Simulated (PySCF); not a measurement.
C4H4S, triplet, at a GFN2-xTB geometry (a higher spin typed on purpose: for a closed-shell molecule this is an excited state) (in this run its highest filled SCF level lies above zero, so its values depend strongly on the basis, on diffuse functions most of all). Base run: BLYP/STO-3G run with PySCF.

Geometry (Å):
```xyz
9

C      0.3509    -1.4473     0.1700
C     -0.9565    -1.1331     0.2190
C     -1.1985     0.2847     0.0454
S      0.2825     1.2036    -0.1815
C      1.1970    -0.2910    -0.0444
H      0.7747    -2.4290     0.2724
H     -1.7712    -1.8172     0.3678
H     -2.1444     0.7839     0.0443
H      2.2637    -0.2754    -0.1210
```
Charge 0, spin multiplicity 3.
Orbitals are unrestricted.
All else is at PySCF's defaults.
Base energy -546.45270 Eh.

Each row names what was changed in the base input (with any setting that the change needs).

```json
[
 {"change": "base", "ΔE vs base (µEh)": "0.0", "SCF cycles": "10", "<S^2>": "2.004", "outcome": "converged"},
 {"change": "solver = newton", "ΔE vs base (µEh)": "0.0", "SCF cycles": "-", "<S^2>": "2.004", "outcome": "converged"},
 {"change": "conv_tol = 1e-6", "ΔE vs base (µEh)": "0.0", "SCF cycles": "6", "<S^2>": "2.004", "outcome": "converged"},
 {"change": "diis = off (with mf.max_cycle = 100)", "ΔE vs base (µEh)": "-", "SCF cycles": "100", "<S^2>": "-", "outcome": "not converged"},
 {"change": "level_shift = 1.0 (with mf.max_cycle = 100)", "ΔE vs base (µEh)": "0.0", "SCF cycles": "36", "<S^2>": "2.004", "outcome": "converged"},
 {"change": "DIIS = ADIIS", "ΔE vs base (µEh)": "0.0", "SCF cycles": "13", "<S^2>": "2.004", "outcome": "converged"},
 {"change": "diis_space = 12", "ΔE vs base (µEh)": "0.0", "SCF cycles": "10", "<S^2>": "2.004", "outcome": "converged"},
 {"change": "init_guess = atom", "ΔE vs base (µEh)": "0.0", "SCF cycles": "9", "<S^2>": "2.004", "outcome": "converged"},
 {"change": "DIIS = EDIIS", "ΔE vs base (µEh)": "-", "SCF cycles": "50", "<S^2>": "-", "outcome": "not converged"},
 {"change": "diis_space = 20", "ΔE vs base (µEh)": "0.0", "SCF cycles": "10", "<S^2>": "2.004", "outcome": "converged"},
 {"change": "diis_space = 4", "ΔE vs base (µEh)": "0.0", "SCF cycles": "11", "<S^2>": "2.004", "outcome": "converged"},
 {"change": "level_shift = 0.5 (with mf.max_cycle = 100)", "ΔE vs base (µEh)": "0.0", "SCF cycles": "19", "<S^2>": "2.004", "outcome": "converged"},
 {"change": "conv_tol = 1e-7", "ΔE vs base (µEh)": "0.2", "SCF cycles": "7", "<S^2>": "2.004", "outcome": "converged"}
]
```

Open shells are given as the SCF converged; they aren't shown to be the lowest states, and a large step between rows can be another state.
